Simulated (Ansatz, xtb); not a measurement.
**Relative energy of two isomers of CH6BFSn**

Structure I is `[BH3-][Sn+]([CH3])[F]`, a singlet and structure II is `FB[CH2][SnH3]`, a singlet. Both are isolated molecules in the gas phase, relaxed with BLYP-D3(BJ)/def2-SVP; the shapes shown needn't be the lowest conformers.

I (Å):

```xyz
10

C     1.0416   -2.1011   -1.6473
B     1.0102    1.9895   -2.7781
F     0.1414    0.1777    0.3175
Sn    1.0246    0.1024   -1.4589
H     1.0396    2.9390   -2.0234
H     1.9042    1.7952   -3.5804
H    -0.1166    1.6183   -3.1465
H     1.9117   -2.4782   -1.0724
H     1.1359   -2.4072   -2.7065
H     0.1113   -2.5004   -1.2000
```

II (Å):

| atom | x (Å) | y (Å) | z (Å) |
| --- | --- | --- | --- |
| C | -0.9638 | 0.2745 | -1.6825 |
| B | 0.0839 | 0.9824 | -0.7965 |
| F | -0.2272 | 2.1225 | -0.1525 |
| Sn | -1.9634 | -1.2351 | -0.3764 |
| H | 1.1987 | 0.5360 | -0.5878 |
| H | -1.7886 | 0.9127 | -2.0553 |
| H | -0.5382 | -0.3440 | -2.4956 |
| H | -0.8189 | -2.4383 | 0.1161 |
| H | -3.2189 | -1.9684 | -1.3205 |
| H | -2.6432 | -0.4529 | 1.0111 |

Q: Which of the two would you expect CCSD(T)/def2-SVP + ΔMP2/def2-TZVPP electronic energies to favour?

A: Structure II; the calculation gives E(II) − E(I) = −16.5 kcal/mol.

Level by level:

```csv
level,geometry,E(II) − E(I) (kcal/mol),departure from the last row (kcal/mol),"job, with rough time for the two"
BLYP-D3(BJ)/def2-SVP,BLYP-D3(BJ)/def2-SVP,−15.1,+1.4,"optimisation, 36 s"
HF/def2-SVP,BLYP-D3(BJ)/def2-SVP,−32.1,−15.6,part of the CCSD(T) run
MP2/def2-SVP,BLYP-D3(BJ)/def2-SVP,−24.3,−7.8,part of the CCSD(T) run
CCSD(T)/def2-SVP,BLYP-D3(BJ)/def2-SVP,−24.5,−8.0,single point
CCSD(T)/def2-SVP + ΔMP2/def2-TZVPP,BLYP-D3(BJ)/def2-SVP,−16.5,,"single point, 16 s"
```

As drawn, II has 1 B–F, 1 C–B, 3 Sn–H in place of 1 B–Sn, 1 F–Sn, 2 B–H, 1 C–H.

The levels shown agree on the order. The largest departure from CCSD(T)/def2-SVP + ΔMP2/def2-TZVPP is that of HF/def2-SVP, 15.6 kcal/mol. Levels run at GFN2-xTB geometries aren't shown. The last row adds to CCSD(T) the change of the MP2 difference between the two basis sets, here +8.0 kcal/mol, a large step that makes the value less sure.

With harmonic frequencies from BLYP-D3(BJ)/def2-SVP (ideal gas, rigid rotor, one conformer each, 298.15 K, 1 atm): on the last row, ΔE + ΔZPE = −18.6 kcal/mol. A mode under 50 cm⁻¹ makes harmonic enthalpies and free energies unreliable, so none is given.

The correlated steps freeze 7 core orbitals; the filled d shell of Sn is correlated, in a basis made for valence electrons. Atoms past krypton carry core potentials in the def2 sets and no spin–orbit term is included. Codes used: Ansatz 0.2.0; the last row on 2 threads of Intel(R) Xeon(R) 6975P-C (Granite Rapids) on a shared host.
